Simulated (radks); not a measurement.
Problem. Successive ionisation energies (eV) of one element, from differences of total energies of ions in their ground configurations, starting at charge 44: 3651.3, 3772.4, 3895.0, 4074.9, 4202.5, 4331.4, 4461.7, 4818.5, 4932.0, 5046.1, 5160.5, 5543.2, 5664.5, 5922.7, 6035.4, 13371.5, 13681.4, 13993.0, 14305.9, 15713.2, 16059.7, 16561.9. Method: Dirac Kohn-Sham, exchange-only PBE, spin-unpolarised, spherical densities, finite nucleus; open shells fill j = l - 1/2 first; Fermi nuclear charge, rms radius 5.2256 fm; computed with a radial shooting solver on a logarithmic mesh with Libxc functionals. Which element is it?

Solution. Thulium (Z = 69). The first species listed is Tm44+ in [Ar] 3d7, the last Tm65+ in [He] 2s2.
